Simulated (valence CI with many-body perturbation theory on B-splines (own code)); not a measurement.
Which ion has this spectrum?

A relativistic CI+MBPT calculation for an atom or ion with 14 electrons gives these levels (cm⁻¹):

```
J  Parity        E     g
0    even        0      
1    even   492494  1.50
2    even   541511  1.19
2    even  1069436  1.29
0    even  1177153      
2     odd  1266147  1.64
1     odd  1419232  0.95
2     odd  1618982  0.78
2     odd  1690729  1.49
3     odd  1764223  1.25
1     odd  1820639  0.94
2     odd  1891397  1.19
3     odd  1898384  1.18
0     odd  1905681
```

The energies are calculated, and their last digits are not significant.

Question: Which is it?
A. Xe40+
B. Sb37+
C. I39+
D. Te38+

Answer: D. Te38+, ground level (3s^2 3p1/2^2) J=0.
